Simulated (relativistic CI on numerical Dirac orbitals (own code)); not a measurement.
## Tl64+: q coefficients and field-shift factors

These numbers are calculated, not measured: Dirac-Coulomb-Breit CI, orbitals from a KLI potential per configuration, derivatives by finite differences, unscaled Slater integrals, QED left out (own radial code, finite nucleus).

Configurations in the expansion (outside the closed core [Ne]): 3s²3p⁵, 3s²3p⁴3d, 3s3p⁶, 3s3p⁵3d, 3s3p⁴3d², 3p⁶3d, 3p⁵3d², 3p⁴3d³. Double excitations out of closed p, d and f shells are left out; levels of such configurations are missing from the list, as are those of other unlisted configurations, and high levels can miss mixing partners.

With x = (α/α₀)² − 1 an excitation energy changes as ω = ω₀ + qx; K = 2q/ω₀ is the relative enhancement. Terms are leading LS components, so labels can repeat. The field-shift factor is F = δν/δ⟨r²⟩ for the transition from the lowest level.

Lowest level 3s²3p⁵ ²P°3/2.

| Level | ω₀ (cm⁻¹) | q (cm⁻¹) | F (GHz/fm²) |
| --- | --- | --- | --- |
| 3s²3p⁴3d ⁴D3/2 | 2115511 | 166700 | 21 |
| 3s²3p⁴3d ⁴D5/2 | 2175773 | 177300 | 23.6 |
| 3s²3p⁴3d ⁴P1/2 | 2183626 | 179300 | -0.567 |
| 3s²3p⁴3d ²F7/2 | 2202034 | 152400 | 25.9 |
| 3s²3p⁴3d ²D3/2 | 2395369 | 179900 | 25.6 |
| 3s²3p⁴3d ²F7/2 | 3098796 | 1.155e+06 | 59.3 |
| 3s²3p⁴3d ⁴F9/2 | 3119498 | 1.145e+06 | 66.6 |
| 3s²3p⁴3d ²P1/2 | 3191348 | 1.192e+06 | -33.5 |
| 3s²3p⁴3d ²D5/2 | 3389483 | 1.172e+06 | 58.2 |
| 3s²3p⁴3d ²P3/2 | 3458986 | 1.184e+06 | 60.3 |
| 3s²3p⁴3d ²D5/2 | 3502158 | 1.188e+06 | 46.6 |
| 3s²3p⁵ ²P°1/2 | 4356531 | 5.572e+06 | -1250 |
| 3s3p⁶ ²S1/2 | 6140105 | 5.988e+06 | -11500 |
| 3s²3p⁴3d ⁴D1/2 | 6368655 | 5.744e+06 | -1750 |
| 3s²3p⁴3d ⁴F3/2 | 6461856 | 5.725e+06 | -1210 |
| 3s²3p⁴3d ⁴F5/2 | 6530074 | 5.708e+06 | -1200 |
| 3s²3p⁴3d ²G7/2 | 6542913 | 5.697e+06 | -1200 |
| 3s²3p⁴3d ²D5/2 | 6838729 | 5.735e+06 | -1220 |
| 3s²3p⁴3d ²P3/2 | 6869090 | 5.752e+06 | -1220 |
| 3s²3p⁴3d ²P1/2 | 6947957 | 5.865e+06 | -4250 |
| 3s²3p⁴3d ⁴D7/2 | 7384975 | 6.711e+06 | -1170 |
| 3s²3p⁴3d ²P3/2 | 7466700 | 6.722e+06 | -1190 |
| 3s²3p⁴3d ²F5/2 | 7504143 | 6.723e+06 | -1180 |

At this charge energies of transitions that change n are usually good to better than 1 %, and those within a shell (Δn = 0) to a few per cent.

Problem. Which transition from the lowest level has the largest |K|?

Solution. 3s²3p⁵ ²P°1/2 at 4356531 cm⁻¹, K = 2.56.
